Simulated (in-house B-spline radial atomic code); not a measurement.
Atomic self-consistent-field run: the germanium ion Ge²⁺ (with a hole in an inner shell). Computed with an all-electron radial atomic-structure program (B-spline basis): Dirac-Kohn-Sham LDA VWN5, spherical fractional occupations, Fermi nucleus of rms radius 4.0742 fm.

Command:
```bash
python run_scf.py task.json out
```
Settings (nuclear radius in fm, mass in u):
```
Z                32
configuration    1s1 2s2 2p6 3s2 3p6 3d10 4s2 4p1
hamiltonian      dirac
method           lda,vwn
spin_polarised   False
nucleus          fermi
rms_radius       4.0742
atomic_mass      73.92118
speed_of_light   137.035999084
```

Output (hartree, bohr):
```
 radial grid: 73 intervals, B-splines of order 8, outer radius 38.5185 bohr

 iter        energy (Eh)    residual
    1       -1681.077450    1.08e+00
    2       -1681.484430    5.05e-01
    3       -1686.201749    4.00e-02
    4       -1686.218574    2.11e-02
    5       -1686.219140    5.34e-03
    6       -1686.219453    4.76e-03
    7       -1686.219879    2.21e-05
    8       -1686.219879    5.70e-06
    9       -1686.219879    4.60e-08

 total energy                     -1686.21988
 kinetic                            1717.9460
 electron-nucleus                  -4152.9208
 Hartree                             816.1197
 exchange-correlation                -67.3648

 first-order corrections (not in the total)
   Gaunt                             0.5621
   retardation                      -0.0604
   frequency dependence             -0.0021
   self-energy                       0.4024
   Uehling                          -0.0379
   Wichmann-Kroll                    0.0003
   recoil                            0.0097

 orbital      occ     eigenvalue          <r>       <r^2>       <1/r>       r_max    small
 1s1/2      1.000      -416.6558    0.0466097  0.00291975     32.5973     0.03057  1.36e-02
 2s1/2      2.000       -54.2112     0.205457   0.0498296     7.31417      0.1729  2.71e-03
 2p1/2      2.000       -49.3971     0.175447   0.0377768     7.33807      0.1348  2.75e-03
 2p3/2      4.000       -48.1016      0.17904   0.0392131     7.13176      0.1378  2.69e-03
 3s1/2      2.000        -7.5886     0.606266    0.423899     2.36442      0.5283  6.34e-04
 3p1/2      2.000        -5.7975     0.611965     0.44048     2.26353      0.5166  5.94e-04
 3p3/2      4.000        -5.6189     0.622371    0.455454     2.21334      0.5249  5.79e-04
 3d3/2      4.000        -2.3248     0.670741     0.56729     1.92626      0.4722  4.60e-04
 3d5/2      6.000        -2.2976     0.675362    0.575155     1.91242       0.475  4.55e-04
 4s1/2      2.000        -1.2266       1.8199     3.76433    0.725658       1.577  9.35e-05
 4p1/2      0.333        -0.8550      2.11384     5.11708    0.616421       1.798  6.99e-05
 4p3/2      0.667        -0.8402      2.14321     5.25759    0.606808       1.825  6.84e-05
```

Run time, properties included: 0.95 s on 1 thread of Arm Neoverse V1 (shared host).

For the Dirac Hamiltonian the kinetic term is c α·p + (β - 1)c².
